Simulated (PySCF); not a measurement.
C4H8S. Atoms are numbered in the order given.

```xyz
13

C     -0.2753    -0.7142     1.2841
C      0.2753     0.7142     1.2841
C     -0.1371     1.3404    -0.0500
S      0.0000     0.0000    -1.3171
C      0.1371    -1.3404    -0.0500
H      0.0984    -1.3060     2.1357
H     -1.3756    -0.6863     1.3569
H     -0.0984     1.3060     2.1357
H      1.3756     0.6863     1.3569
H     -1.1776     1.6998    -0.0175
H      0.5086     2.1805    -0.3431
H      1.1776    -1.6998    -0.0175
H     -0.5086    -2.1805    -0.3431
```
Charge 0, spin multiplicity 1.

Geometry optimised at B3LYP-D3(BJ)/def2-SVP. Other conformers were not sampled.

These are PBE/pcSseg-1 (PySCF) values and carry that method's errors.

GIAO shieldings, no solvent; atoms listed in one row are averaged. δ = σ(ref) − σ: ¹³C against TMS (σ = 182.0 ppm); ³³S against H2S (σ = 706.5 ppm); ¹H against TMS (σ = 31.49 ppm), references at their B3LYP-D3(BJ)/def2-TZVP geometries, non-relativistic.

```
nucleus               atoms  count  δ (ppm)
-------  ------------------  -----  -------
¹³C                  C3, C5      2     42.7
¹³C                  C1, C2      2     38.2
³³S                      S4      1    237.6
¹H       H10, H11, H12, H13      4     3.12
¹H                   H8, H6      2     2.36
¹H                   H9, H7      2     1.76
```
